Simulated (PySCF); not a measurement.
MgO. Atoms are numbered in the order given.

```xyz
2

Mg     0.0000     0.0000    -0.6952
O      0.0000     0.0000     1.0428
```

Coordinates come from a r2SCAN-D4/def2-TZVPD optimisation.

These are TDA-PBE/def2-TZVPD run with PySCF values and carry that method's errors.

Vertical excitations; the highest root listed may be one member of a degenerate set. Isolated molecule, no solvent. State labels are in the subgroup C2v.

```tsv
state	symmetry	energy (eV)	λ (nm)	f	main pairs
S1	B1	0.73	1691	0.003	HOMO−1→LUMO (degenerate set)
S2	B2	0.73	1691	0.003	HOMO→LUMO (degenerate set)
S3	A1	3.14	395	0.079	HOMO−2→LUMO 49 %, HOMO→LUMO+2 25 %, HOMO−1→LUMO+1 25 %
S4	A2	3.65	339	0.000	HOMO→LUMO+1 50 %, HOMO−1→LUMO+2 50 %
S5	A2	3.68	337	0.000	HOMO−1→LUMO+2, HOMO→LUMO+1 (degenerate set)
S6	A1	3.68	337	0.000	HOMO−1→LUMO+1, HOMO→LUMO+2 (degenerate set)
S7	B1	4.67	266	0.002	HOMO−1→LUMO+3 (degenerate set)
S8	B2	4.67	266	0.002	HOMO→LUMO+3 (degenerate set)
S9	B1	5.08	244	0.179	HOMO−2→LUMO+1 (degenerate set)
S10	B2	5.08	244	0.179	HOMO−2→LUMO+2 (degenerate set)
T1	B1	0.18	6988	0	HOMO−1→LUMO (degenerate set)
T2	B2	0.18	6988	0	HOMO→LUMO (degenerate set)
T3	A1	0.83	1488	0	HOMO−2→LUMO 99 %
T4	A1	3.30	375	0	HOMO→LUMO+2 49 %, HOMO−1→LUMO+1 49 %
```
Triplets are in the Tamm–Dancoff approximation.
